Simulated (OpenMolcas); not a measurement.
W4+: the spin-orbit constant, worked from levels

- Program: OpenMolcas 26.06
- Basis: ANO-RCC-VTZP [8s7p5d3f2g1h]
- Scalar Hamiltonian: DKH2, point nucleus
- Active space: 8 electrons in 8 orbitals (RAS1 5p, at most 2 holes; RAS2 5d)
- State averaging: 2S+1 = 3 even, 10 roots; 2S+1 = 1 even, 15 roots
- Spin-orbit coupling: RASSI with atomic mean-field integrals over the reference wave functions, term energies averaged over their components

Methods: RASSCF; SS-RASPT2, IPEA 0.25 Eh, imaginary shift 0.1 Eh (closed shells correlated: 5s). Measured levels: the list in J. Phys. B 45, 065001 (2012).

**The spin-orbit constant.** For the Hund term ³F of d2, E(J) = (A/2) J(J+1) + constant and ζ = 2S·A = 2A. From J = 2 to J = 4 the energy changes by 7 A.

```json
{"Source": "RASSCF", "E(4) - E(2)": "12506.8", "A": "1786.7", "ζ": "3573"}
{"Source": "SS-RASPT2", "E(4) - E(2)": "12572.9", "A": "1796.1", "ζ": "3592"}
{"Source": "measured", "E(4) - E(2)": "11519.4", "A": "1645.6", "ζ": "3291"}
```

All in cm-1. SS-RASPT2 is off by +9.1 % and RASSCF by +8.6 %. Both methods take the spin-orbit matrix elements from the reference wave functions, so the second can move ζ only through the term energies and any multistate remixing. Second-order mixing with other terms is absorbed into this ζ.

CASPT2 does not keep the components of a term degenerate, so their means are used; among the terms shown or strongly mixed into the levels shown the widest spread is 120 cm-1 (5d² ³F, SS-RASPT2). Active for correlation alone: 5p; no level in the range computed is led by a configuration that opens it, so any true level of that kind is missing. Without dynamic correlation excited terms often stand tens of per cent too high (terms of higher spin than the ground term too low), and those without a measured partner can miss by more than the paired ones (holds for RASSCF). Measured partners are found by configuration, term and J. A level has none where our copy of the source lacks it or the pairing is in doubt (some pairs that miss far off the trend of their configuration count as doubtful), and it then counts in no deviation. Only configurations of the active space appear.
